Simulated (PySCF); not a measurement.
C₃H₁₁GaO, singlet, GFN2-xTB optimised geometry.

```
16

Ga    -0.64    -1.48     0.00
H     -1.37    -1.47    -1.41
C      1.39    -1.48     0.00
H      1.81    -0.89    -0.82
H      1.80    -2.48    -0.09
H      1.78    -1.06     0.94
C     -1.71    -2.09     1.61
H     -1.28    -1.69     2.54
H     -1.72    -3.17     1.71
H     -2.76    -1.76     1.57
C     -0.86     1.76     0.88
O     -1.06     0.66     0.00
H     -0.18     2.48     0.43
H     -0.42     1.35     1.78
H     -1.81     2.24     1.12
H     -1.46     0.95    -0.83
```

Density from PySCF 2.14.0 with PBE0/def2-TZVP at that geometry.

Minimum of the electron density along straight lines between bonded atoms, close to the bond critical point (lines longer than 1.1 times the sum of covalent radii, or with two minima, are not listed):

```
bond     length / Å  ρ at the minimum / e bohr⁻³  ∇²ρ there / e bohr⁻⁵  position (fraction from the first atom)
-------  ----------  ---------------------------  --------------------  ---------------------------------------
Ga1–H2        1.588                        0.109                     …                                     0.59
Ga1–C3        2.029                        0.103                  0.17                                     0.47
C3–H4         1.094                        0.269                 -0.89                                     0.64
C3–H5         1.093                        0.269                 -0.88                                     0.64
C3–H6         1.096                        0.268                 -0.87                                     0.63
Ga1–C7        2.028                        0.103                  0.17                                     0.47
C7–H8         1.096                        0.268                 -0.87                                     0.64
C7–H9         1.094                        0.269                 -0.88                                     0.64
C7–H10        1.094                        0.270                 -0.89                                     0.64
C11–O12       1.419                            …                 -0.47                                     0.35
C11–H13       1.093                        0.285                 -1.01                                     0.65
C11–H14       1.088                        0.288                 -1.04                                     0.65
C11–H15       1.093                        0.284                 -1.01                                     0.65
O12–H16       0.965                            …                 -2.49                                     0.81
```

Q: What belongs in the gaps?

A: 
- Ga1–H2, ∇²ρ there / e bohr⁻⁵: 0.16
- C11–O12, ρ at the minimum / e bohr⁻³: 0.251
- O12–H16, ρ at the minimum / e bohr⁻³: 0.358
